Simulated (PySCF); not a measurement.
Static response to an electric field

Species: C5H13PSSi.
Structure used (PBE0-D3(BJ)/def2-SVP), in Å, numbered top down from 1:
```
atom  x, y, z in Å
C1     3.5345   -0.0968    0.3664
Si2    1.8824   -0.5743    1.1270
P3     0.3009   -0.6830   -0.4813
C4     0.1103    1.1479   -0.8277
C5    -1.1963    1.4268   -1.5599
S6    -2.6757    1.1632   -0.5411
C7    -2.4840   -0.6022   -0.1621
C8    -1.2068   -0.9302    0.6006
H9     3.8344   -0.8311   -0.3959
H10    3.4724    0.8919   -0.1138
H11    4.3222   -0.0530    1.1340
H12    1.4855    0.4184    2.1811
H13    1.9661   -1.9236    1.7711
H14    0.1469    1.7457    0.0986
H15    0.9614    1.4495   -1.4611
H16   -1.2720    0.8171   -2.4760
H17   -1.2543    2.4836   -1.8653
H18   -2.5464   -1.1846   -1.0969
H19   -3.3718   -0.8538    0.4395
H20   -1.1586   -0.3159    1.5153
H21   -1.2154   -1.9907    0.9044
```

Level: B3LYP/def2-SVPD (PySCF), static field, nuclei fixed, core orbitals frozen in the response. The polarisability tensor in these axes (au):

```
x   160.42  -4.97   9.61
y    -4.97 123.62 -10.65
z     9.61 -10.65 122.06
```

**Question.** Diagonalise the tensor; give its mean and Δα, where Δα² is half the sum of the squared differences of the eigenvalues.

**Answer.** Principal values 111.86, 130.18 and 164.07 au; mean 135.37 au = 20.06 Å³ = 22.32 × 10⁻⁴⁰ C²·m²/J; Δα = 45.88 au (34 % of the mean).

**Question.** What is the dipole moment, and where does it point?

**Answer.** (1.34, -0.12, -0.01) D, 1.34 D in size, pointing from the negative to the positive side. Measured along this direction, the outermost atoms are H19 at the negative end and H11 at the positive end.

**Question.** What depolarisation ratio follows for Rayleigh scattering of linearly polarised light, taking the static tensor?

**Answer.** ρ = 3Δα²/(45ᾱ² + 4Δα²) = 6315.2/(824635 + 8420.3) = 0.00758.

**Question.** In TDDFT the mean static polarisability is Σ f/ω² over all singlet excitations (ω in hartree). How much of it do the 10 lowest give? Their energies (eV) and oscillator strengths: 5.33, 0.0006; 5.45, 0.0189; 5.49, 0.0059; 5.65, 0.0180; 5.94, 0.0712; 5.95, 0.0309; 6.04, 0.0159; 6.11, 0.0539; 6.22, 0.0165; 6.31, 0.0010.

**Answer.** They add up to 4.92 au, 3.6 % of the 135.37 au; the largest single term is 1.50 au, from the state at 5.94 eV. Terms in order: 0.02, 0.47, 0.15, 0.42, 1.50, 0.65, 0.32, 1.07, 0.32, 0.02 au. Higher excitations give the rest. The strengths listed sum to 0.233.

**Question.** Directions of the eigenvectors, and the extent of the frame along each?

**Answer.** Largest value along (0.95, -0.19, 0.26), where the nuclei span 7.32 Å; middle along (0.31, 0.74, -0.60), 4.95 Å; least along (-0.08, 0.65, 0.76), 3.18 Å. The response follows the extents in order.

**Question.** Traceless (Buckingham) quadrupole moment about the centre of nuclear charge: eigenvalues?

**Answer.** -8.78, -1.79, 10.57 D·Å. The values depend on the origin, since the dipole doesn't vanish. The electronic extent ⟨r²⟩ about the same centre is 2045 bohr², a root-mean-square distance of 2.55 Å for the 88 electrons.

**Question.** What would n − 1 = 2πNα be for an ideal gas of these molecules at 400 K and 1 atm, electronic part alone?

**Answer.** N = p/kT = 1.8347 × 10¹⁹ cm⁻³, so n − 1 = 2π × N × 20.06 × 10⁻²⁴ cm³ = 2313 × 10⁻⁶ at long wavelengths.

The structure is a single PBE0-D3(BJ)/def2-SVP conformer in the gas phase; no vibrational or solvent corrections.
